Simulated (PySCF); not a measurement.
# Dipole response of Cl- (chlorine, charge -1)

[Ar], closed-shell 1S. Computed with PySCF 2.14 in aug-cc-pVQZ-DK, with the spin-free X2C one-electron Hamiltonian (Gaussian nucleus). Coupled (time-dependent) response in atomic units; α is the mean over directions.

```tsv
method	mean α (bohr³)	C₆ (like pair)	S(−4)
UHF	28.59	249.9	233.2
PBE0	32.67	296.5	335.6
r2SCAN0	32.18	297.4	304.9
```

S(−4) is the Cauchy moment in α(ω) = α(0) + S(−4) ω² + …

α(iu) at r2SCAN0:

```tsv
u (hartree)	α(iu) (bohr³)
0	32.18
0.0500	31.45
0.100	29.51
0.200	24.21
0.300	19.23
0.500	12.31
0.750	7.608
1.00	5.096
1.50	2.706
2.00	1.667
3.00	0.8203
5.00	0.3321
```

For an ion, C₆ is the dispersion term alone; charge-induced terms of lower order in 1/R come first.
